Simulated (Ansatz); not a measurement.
F, doublet.

Input for Ansatz (a first-principles code):
Ansatz 0.2 input:
```yaml
crystal:
  periodic: [false, false, false]
  atoms:
    - {symbol: F, position_ang: [0.00000000, 0.00000000, 0.00000000]}
basis:
  gaussian:
    orbitals: 6-31G*
magnetization: {spin_polarized: true, initial_magnetization: 1}
correlation: {method: ccsd_t, diis_vectors: 4}
```

**Question.** What is the computed SCF-reference <S^2> (CCSD(T)/6-31G* run with Ansatz)?

**Answer.** 0.753

**Question.** Estimate the number of basis functions that CCSD(T)/6-31G* returns for this input.

**Answer.** 15

**Question.** What is the computed coupled-cluster correlation energy (without the perturbative part) (CCSD(T)/6-31G*)?

**Answer.** -0.1327 Eh
